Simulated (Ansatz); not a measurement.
**Relaxing a trial structure of C2H5F2Ga**

The starting geometry of this gas-phase triplet was optimised with GFN2-xTB as a singlet; its bonds are those of `[CH3][Ga]([F])[CH2]F`.

```csv
atom,x (Å),y (Å),z (Å)
C,-1.6313,0.8771,0.2542
C,-2.4612,-1.7475,2.8920
F,0.3969,-0.8439,2.0896
F,-3.6957,-1.1073,2.8456
Ga,-1.2988,-0.5523,1.6713
H,-0.9150,1.6839,0.4159
H,-2.6490,1.2575,0.3239
H,-1.4682,0.4525,-0.7369
H,-2.6223,-2.7779,2.5610
H,-2.1278,-1.7405,3.9355
```

Predict what it relaxes into with B3LYP/def2-SVP.

It loosens into CH3FGa + CH2F, which stay close as a complex. Contacts that open: C2–Ga5 (2.07 → 2.73 Å).

The energy falls by 2.48 eV over 26 steps:

```csv
step,E − E(last) (eV)
1,2.476
4,0.881
7,0.077
9,0.008
12,0.001
15,0.000
18,0.000
20,0.000
23,0.000
26,0.000
```

Final geometry (Å):

```xyz
10

C    -1.6798    0.6561    0.4233
C    -2.5963   -1.4754    2.8178
F     0.3356   -1.0288    2.2672
F    -3.7485   -0.8658    2.5607
Ga   -0.7461   -1.1236    0.8358
H    -1.2831    1.3825    1.1484
H    -2.7633    0.5260    0.5459
H    -1.4361    0.9487   -0.6073
H    -2.6342   -2.5690    2.7619
H    -1.9206   -0.9491    3.4984
```

The end wasn't checked by frequencies. Open shells are spin-unrestricted. The triplet needn't be the ground state. Run with Ansatz 0.2.0, 6.9 min on 2 threads of AMD EPYC (Zen 3), with other jobs on the host.
